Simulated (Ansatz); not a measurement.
C2H4O, SMILES `C[C]O` (C–C–O–H torsion 180°) (charge 0, multiplicity 1).

Cartesian coordinates (Å):
SMILES: C[C]O
```xyz
7

C     -0.7808     0.1928     0.0218
C      0.4235    -0.6189     0.3517
O      1.4606    -0.0693    -0.2470
H     -0.6019     1.0575    -0.6269
H     -1.2318     0.5105     0.9674
H     -1.5166    -0.4798    -0.4309
H      2.2470    -0.5928    -0.0360
```
Charge 0, spin multiplicity 1.

Frozen-core energies in 6-31g from Ansatz (an electronic-structure program) at a geometry from B3LYP-D3(BJ)/def2-TZVP; the HF reference has <S^2> = 0.00 (restricted, and unstable towards unrestricted orbitals) and the T1 diagnostic is 0.017.

| level | energy (Ha) |
|---|---|
| HF | -152.76350 |
| MP2 | -153.04808 |
| CCSD | -153.07652 |

Task: Estimate the energies of CCSD(T), CCSDT, CCSDT(Q) and CCSDTQ, and give each level's difference from CCSDTQ.

Result: 
```csv
level,energy (Ha),difference from CCSDTQ (mHa)
MP2,-153.04808,37.65
CCSD,-153.07652,9.22
CCSD(T),-153.08427,1.46
CCSDT,-153.08502,0.72
CCSDT(Q),-153.08581,-0.07
CCSDTQ,-153.08574,0.00
```
